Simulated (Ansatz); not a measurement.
NbO₂⁻ (the lowest singlet isomer of a short search), 3 atoms. Hardware: 4 threads of Arm Neoverse V2 on a shared host.

In the def2 sets Nb takes a core potential; there is no spin–orbit coupling. Correlated methods freeze 2 core orbitals; core or outer-core shells of Nb are correlated, in sets that lack core-valence functions.

(1) How many basis functions does each of these Ansatz runs have, and roughly what does it cost? RPA@PBE/def2-TZVPD, charge -1 triplet, energy, from earlier orbitals; BLYP-D4/def2-TZVPD, charge -1 singlet, energy, from earlier orbitals; HSE06-D4/def2-TZVPD, charge -1 triplet, energy, from earlier orbitals; r2SCAN-D4/def2-TZVPD, charge -1 triplet, energy, from earlier orbitals; r2SCAN-D4/def2-TZVPD, charge -1 quintet, energy, from earlier orbitals; PBE0-D4/def2-TZVPD, charge -1 quintet, energy, from earlier orbitals; BHLYP-D4/def2-TZVPD, charge -1 quintet, energy, from earlier orbitals; r2SCAN-D4/def2-TZVPD, charge -1 quintet, relaxation, 7 steps; PBE-D4/def2-TZVPD, charge -1 unrestricted singlet, energy, from earlier orbitals; r2SCAN-D4/def2-TZVPD, charge 0 doublet at the geometry of the charge -1 singlet, energy, from earlier orbitals; r2SCAN-D4/def2-TZVPD, charge -1 singlet, relaxation, 12 steps; PBE0-D4/def2-TZVPD, charge -1 singlet, energy and forces, from earlier orbitals.

Answers

(1) Other jobs shared the machine, so times can vary by a factor of up to 3. A dash marks memory too small to be measured apart from the calling script's.

```json
{"run": "BLYP-D4/def2-TZVPD, charge -1 singlet, energy, from earlier orbitals", "functions": "120", "fitting or Cholesky vectors": "686", "wall time": "0.7 s", "peak host memory (GiB)": "–"}
{"run": "PBE0-D4/def2-TZVPD, charge -1 singlet, energy and forces, from earlier orbitals", "functions": "120", "fitting or Cholesky vectors": "739", "wall time": "1.4 s", "peak host memory (GiB)": "–"}
{"run": "PBE-D4/def2-TZVPD, charge -1 unrestricted singlet, energy, from earlier orbitals", "functions": "120", "fitting or Cholesky vectors": "686", "wall time": "1.5 s", "peak host memory (GiB)": "–"}
{"run": "RPA@PBE/def2-TZVPD, charge -1 triplet, energy, from earlier orbitals", "functions": "120", "fitting or Cholesky vectors": "855", "wall time": "2 s", "peak host memory (GiB)": "–"}
{"run": "r2SCAN-D4/def2-TZVPD, charge 0 doublet at the geometry of the charge -1 singlet, energy, from earlier orbitals", "functions": "120", "fitting or Cholesky vectors": "686", "wall time": "2.6 s", "peak host memory (GiB)": "–"}
{"run": "r2SCAN-D4/def2-TZVPD, charge -1 quintet, energy, from earlier orbitals", "functions": "120", "fitting or Cholesky vectors": "686", "wall time": "2.7 s", "peak host memory (GiB)": "–"}
{"run": "PBE0-D4/def2-TZVPD, charge -1 quintet, energy, from earlier orbitals", "functions": "120", "fitting or Cholesky vectors": "739", "wall time": "3 s", "peak host memory (GiB)": "–"}
{"run": "HSE06-D4/def2-TZVPD, charge -1 triplet, energy, from earlier orbitals", "functions": "120", "fitting or Cholesky vectors": "739", "wall time": "3.1 s", "peak host memory (GiB)": "–"}
{"run": "r2SCAN-D4/def2-TZVPD, charge -1 triplet, energy, from earlier orbitals", "functions": "120", "fitting or Cholesky vectors": "686", "wall time": "3.2 s", "peak host memory (GiB)": "–"}
{"run": "BHLYP-D4/def2-TZVPD, charge -1 quintet, energy, from earlier orbitals", "functions": "120", "fitting or Cholesky vectors": "854", "wall time": "3.5 s", "peak host memory (GiB)": "–"}
{"run": "r2SCAN-D4/def2-TZVPD, charge -1 quintet, relaxation, 7 steps", "functions": "120", "fitting or Cholesky vectors": "686", "wall time": "12 s", "peak host memory (GiB)": "–"}
{"run": "r2SCAN-D4/def2-TZVPD, charge -1 singlet, relaxation, 12 steps", "functions": "120", "fitting or Cholesky vectors": "686", "wall time": "23 s", "peak host memory (GiB)": "–"}
```
